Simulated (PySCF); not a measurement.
C₃H₇NOSi, SMILES C1=CO[SiH2]NC1. Geometry: ωB97X-D3(BJ)/def2-SVP. This is a generated structure with no PubChem entry under its InChIKey; it may be hypothetical. Other conformers were not sampled.

Problem. Give the equilibrium geometry at ωB97X-D3(BJ)/def2-SVP (PySCF confirms it by a frequency run) as Cartesian coordinates in Å. (The exact figures need the calculation; the answer reports its results.)

Solution. This is not unique; one that fits is 
```xyz
13

C      1.3129    -0.9635    -0.3056
C      1.5556     0.2443     0.2210
O      0.6242     1.1599     0.6056
Si    -0.9678     0.9481     0.0889
N     -1.1336    -0.7545    -0.0695
C     -0.0388    -1.5955    -0.5359
H      2.1836    -1.5666    -0.5787
H      2.5802     0.5974     0.3814
H     -1.1092     1.7389    -1.1692
H     -1.9131     1.4758     1.1063
H     -2.0324    -1.2167    -0.0143
H     -0.1360    -1.8519    -1.6117
H     -0.0605    -2.5592     0.0065
```
